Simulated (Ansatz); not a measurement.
Calculated with Ansatz (gas phase, PBE0-D4/def2-TZVP geometries, no zero-point term in ΔE). CBS: MP2 limit from def2 TZ/QZ plus the TZ coupled-cluster correction, frozen cores. Each species was taken in one conformer, which may not be the lowest.

Reaction (substitution at a C–Si bond): `O[SiH2]C#C[SiH3]` + `[SiH3]S` → `[SiH3]C#CS[SiH3]` + `O[SiH3]`

| species | CCSD(T)/CBS(def2) energy (Eh) |
| --- | --- |
| `O[SiH2]C#C[SiH3]` | -733.04530 |
| `[SiH3]S` | -689.27336 |
| `[SiH3]C#CS[SiH3]` | -1055.59903 |
| `O[SiH3]` | -366.69042 |

Task: Work out ΔE.

Result: ΔE = (-1055.59903) + (-366.69042) − (-733.04530) − (-689.27336) = 0.02921 Eh = +0.79 eV.

Largest T1 diagnostic among the species: 0.013.

From PBE to PBE0 (25 % exact exchange), in def2-TZVPP and without D4, ΔE moves by +0.05 eV. The D4 term adds −0.04 eV with B3LYP and −0.02 eV with PBE0; it sums over pairs of atoms, weighted by their polarisabilities, and B3LYP, whose exchange is more repulsive, gets the larger term.

B3LYP here is the variant with VWN-RPA as its local correlation; programs differ in this.
